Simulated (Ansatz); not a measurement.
Compare A (`CCB(O)Br`) with its isomer B (`OBCCBr`).

Computed with Ansatz on PBE0-D4/def2-TZVP structures; ΔE is electronic, products minus reactants. CCSD(T)/CBS adds triple-zeta CCSD(T) − MP2 to the extrapolated MP2 energy (def2 sets, frozen cores). Functionals use def2-TZVPP. B3LYP here is the variant with VWN-RPA as its local correlation; programs differ in this. For Br outer-core shells are correlated without core-valence functions, which leaves a few kJ/mol of doubt a bond. Scalar relativity is left out up to krypton. One conformer a species, not always the lowest.

(1) Which is lower in electronic energy at CCSD(T)/CBS, and by how much? (Best estimate.)

(2) Give E(B) − E(A) in kcal/mol with MP2/def2-TZVPP, HF/def2-TZVPP, CCSD/def2-TZVPP, r2SCAN-D4, B3LYP, CCSD(T)/def2-TZVPP, B3LYP-D4. (Estimate.)

Largest T1 diagnostic: 0.010.

Results:

(1) Computed: A, by 30.7 kcal/mol.

(2) Computed: MP2/def2-TZVPP 31.4, HF/def2-TZVPP 30.0, CCSD/def2-TZVPP 30.4, r2SCAN-D4 31.6, B3LYP 29.8, CCSD(T)/def2-TZVPP 30.4, B3LYP-D4 29.7. None reverses the order clearly.
